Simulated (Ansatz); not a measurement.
Reactions of AlBr₂HS (`[SH][Al]([Br])[Br]`).

Program: Ansatz. Geometries: PBE0-D4/def2-TZVP. ΔE: electronic, gas phase. CCSD(T)/CBS is the MP2 limit (def2-TZVPP, def2-QZVPP) plus CCSD(T) − MP2 in def2-TZVPP, frozen cores. This one scheme is used for every species, atoms too. Open shells (•) are unrestricted, without spin–orbit coupling. Spin–orbit coupling would lower the free atoms: clearly for Br. Bonds to Br are less sure, by a few kJ/mol each and by 10 to 20 or more in all where they break to atoms, as the def2 sets lack core-valence functions. Scalar relativity is left out up to krypton. One conformer a species, not always the lowest.

Order these by ΔE at CCSD(T)/CBS, lowest first. (Estimate.)
A. `[SH][Al]([Br])[Br]` → `[Br][Al][Br]`• + `[SH]`•
B. `[SH][Al]([Br])[Br]` + H₂ → `[Br][AlH][Br]` + H₂S
C. `[SH][Al]([Br])[Br]` + NH₃ → `[NH2][Al]([Br])[Br]` + H₂S
D. `[SH][Al]([Br])[Br]` + H–F → `[F][Al]([SH])[Br]` + HBr
E. `[SH][Al]([Br])[Br]` → `[SH][Al][Br]`• + Br•

D (-16.2 kJ/mol), C (+18.9 kJ/mol), B (+94.6 kJ/mol), A (+402.4 kJ/mol), E (+446.0 kJ/mol).

Largest T1 diagnostic: 0.012, for `[SH][Al][Br]`•.
